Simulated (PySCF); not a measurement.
Gas-phase reaction: SnHCl + Cl₂ ⇌ SnHCl₃

Energies from PySCF (xtb for GFN2), thermal terms from the rigid-rotor harmonic-oscillator model, ideal gas at 1 bar. † marks an energy on the PBE0/def2-TZVP geometry and frequencies; other levels use their own. CCSD(T) freezes the core. All species are closed-shell singlets. Sn: scalar-relativistic def2 core potential, no spin-orbit coupling. SnHCl, SnHCl₃: computed as isolated molecules; such fragments, hydroxides, amides, oligomers or adducts are transient or little studied in the gas. CCSD(T) isn't extrapolated to the basis-set limit; its ΔH°(298 K) is -377.5 kJ in def2-SVP and -366.4 kJ in def2-TZVPP. The harmonic model lacks anharmonicity and excited electronic states, which grow with temperature; levels with a mode under 35 cm⁻¹ are left out. Soft modes under 120 cm⁻¹ make the harmonic entropy rough for SnHCl₃.

```csv
level,"ΔE electronic, kJ","ΔH°(298 K), kJ","ΔS°(298 K), J/K","ΔG°(2500 K), kJ"
BLYP/def2-TZVP†,-304,-297,-151,48
CCSD(T)/def2-SVP†,-384,-377,-151,-33
GFN2-xTB,-148,-143,-143,178
PBE/def2-TZVP†,-335,-328,-151,17
PBE0/def2-QZVP†,-361,-354,-151,-9
PBE0/def2-TZVP,-362,-355,-151,-10
r2SCAN/def2-TZVP†,-377,-370,-151,-25
ωB97M-V/def2-TZVP†,-369,-362,-151,-17
```
ΔH° is lowest at CCSD(T)/def2-SVP† and highest at GFN2-xTB. No reference value is set beside these.
